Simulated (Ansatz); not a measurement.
Relaxation of CH₄BClO (8 atoms, charge 0, multiplicity 1), to a largest force component of 0.03 eV/Å in at most 50 steps.

All numbers below come from UKS PBE0/def2-SVPD in Ansatz.

```xyz
8
Properties=species:S:1:pos:R:3:forces:R:3
B -0.492 -0.129 -0.579 0.25 0.13 0.44
C 0.440 0.507 0.529 -0.23 0.39 -0.30
O -0.508 -1.469 -0.717 0.11 -0.04 0.05
H 0.134 -1.786 -0.070 -0.17 -0.48 -0.22
Cl -1.559 0.829 -1.617 0.03 0.00 0.02
H -0.165 0.799 1.403 -0.01 0.00 -0.02
H 0.922 1.426 0.168 0.04 0.03 0.05
H 1.226 -0.178 0.882 -0.02 -0.02 -0.02
```

Problem. Where does it end, and by what steps?

Solution. The run converged. The force dipped under the threshold on the way, but the program's further checks kept it going. After 8 steps the energy has fallen by 0.086 eV; H4 moved furthest, 0.27 Å.

| step | energy less start (eV) | largest force component (eV/Å) | accepted |
| --- | --- | --- | --- |
| 0 | 0.0000 | 0.480 | yes |
| 1 | -0.0513 | 0.346 | yes |
| 2 | -0.0636 | 0.608 | yes |
| 3 | -0.0285 | 1.226 | no |
| 4 | -0.0819 | 0.111 | yes |
| 5 | -0.0841 | 0.051 | yes |
| 6 | -0.0856 | 0.013 | yes |
| 7 | -0.0859 | 0.067 | yes |
| 8 | -0.0861 | 0.029 | yes |

```xyz
8
Properties=species:S:1:pos:R:3
B -0.469 -0.155 -0.513
C 0.438 0.545 0.554
O -0.471 -1.475 -0.788
H 0.154 -1.979 -0.261
Cl -1.616 0.821 -1.466
H -0.191 1.021 1.325
H 1.016 1.360 0.092
H 1.139 -0.138 1.057
```

Whether the end is a true minimum wasn't checked by a vibrational analysis.

Run time: 34 s on 4 threads of Arm Neoverse N1, on a shared host, peak memory 0.29 GiB.
